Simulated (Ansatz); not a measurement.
`C[SiH](C)[TeH]` + `[NH2][AlH2]` → `C[SiH](C)[NH][AlH2]` + H₂Te  (ligand exchange at the Si–Te bond)

Isolated molecules relaxed with PBE0-D4/def2-TZVP in Ansatz; ΔE leaves out vibrations. CBS: MP2 limit from def2 TZ/QZ plus the TZ coupled-cluster correction, frozen cores. This one scheme is used for every species. DFT in def2-TZVPP. Elements past krypton have def2 core potentials. For Te outer-core shells are correlated without core-valence functions, which leaves a few kJ/mol of doubt a bond. One conformer a species, not always the lowest.

CCSD(T)/CBS gives +2.1 kcal/mol.

(1) Another level gave +0.8 kcal/mol. Which?
A. MP2/def2-TZVPP
B. HF/def2-TZVPP
C. B2PLYP/def2-TZVPP
D. PBE0-D4/def2-TZVPP

Largest T1 diagnostic among the species: 0.011.

Answers

(1) C. B2PLYP 0.8, MP2/def2-TZVPP 1.9, PBE0-D4 3.0, HF/def2-TZVPP -1.0 kcal/mol.

In def2-TZVPP, CCSD(T) changes the Hartree–Fock value by +0.9 kcal/mol (the triples alone add +0.3 kcal/mol) and MP2 by +2.9 kcal/mol.

CCSD(T)/CBS has its own doubt, a few kJ/mol and more with outer-core shells, so smaller differences from it don't rank the levels.
